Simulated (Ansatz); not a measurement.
Species: H3SiOBr, charge 0, singlet. H3SiOBr (SMILES O[SiH2]Br).
B3LYP-D3(BJ)/def2-TZVP minimum from Ansatz (a quantum-chemistry and plane-wave program):
```xyz
6

Si     0.3655    -1.1416    -0.2588
O      1.9581    -0.9023    -0.5542
Br    -0.6632     0.7827     0.2441
H     -0.2098    -1.6695    -1.5031
H      0.1371    -2.0311     0.8960
H      2.5037    -0.4915     0.1217
```
Charge 0, spin multiplicity 1.

Atomisation energy term by term, kcal/mol (programs: Ansatz). Radicals and triplets start from unrestricted determinants; spin-orbit coupling is neglected. Correlated methods leave the cores frozen (noble-gas shells, and filled d and f shells in the p block). No relativity. CBS(X,Y): correlation extrapolated as X^-3, Hartree-Fock from the larger set. A bracket is a step between two methods taken in the basis named. Where a partner has so few electrons that a lower coupled-cluster level is exact, that level stands in. Spin-orbit terms, left out, reach several kcal/mol for Br and I, and more for heavier atoms.

```json
[
 {"term": "Hartree-Fock", "basis": "def2-QZVPP", "kcal/mol": "341.47"},
 {"term": "CCSD correlation", "basis": "CBS(def2-TZVPP,def2-QZVPP)", "kcal/mol": "120.18"},
 {"term": "(T)", "basis": "CBS(def2-TZVPP,def2-QZVPP)", "kcal/mol": "7.43"},
 {"term": "CCSDT(Q) - CCSD(T)", "basis": "def2-SVP", "kcal/mol": "0.46"},
 {"term": "sum: De", "basis": "", "kcal/mol": "469.5"}
]
```
